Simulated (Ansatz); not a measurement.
Reaction (formal exchange of groups at the Si–N bond): `C[N]([GeH3])[SiH2]F` + `FC[SiH3]` → `FC[SiH2][SiH2]F` + `C[NH][GeH3]`

Isolated molecules relaxed with PBE0-D4/def2-TZVP in Ansatz; ΔE leaves out vibrations. CCSD(T)/CBS is the MP2 limit (def2-TZVPP, def2-QZVPP) plus CCSD(T) − MP2 in def2-TZVPP, frozen cores. DFT in def2-TZVPP. For Ge outer-core shells are correlated without core-valence functions, which leaves a few kJ/mol of doubt a bond. Scalar relativity is left out up to krypton. One conformer a species, not always the lowest.

```csv
level,ΔE (kJ/mol)
r2SCANh-D4,87.7
CAM-B3LYP,92.4
```

(1) What does CCSD(T)/CBS give? (Best estimate.)

Largest T1 diagnostic among the species: 0.012.

## Answers

(1) Computed: +95.2 kJ/mol. The listed levels differ from it by -7.5, -2.8 kJ/mol.

From r2SCAN to r2SCAN0 (25 % exact exchange), in def2-TZVPP and without D4, ΔE moves by +3.1 kJ/mol. Leaving LDA and LC-ωPBE aside and taking each functional with its dispersion term where it has one, the values, not all of them listed here, spread over 24.2 kJ/mol, from PBE-D4 to BHLYP-D4. LDA lies +12.3 kJ/mol from PBE without D4. The D4 term adds +5.1 kJ/mol with B3LYP and +2.6 kJ/mol with PBE0; it sums over pairs of atoms, weighted by their polarisabilities, and B3LYP, whose exchange is more repulsive, gets the larger term.

B3LYP here is the variant with VWN-RPA as its local correlation; programs differ in this.
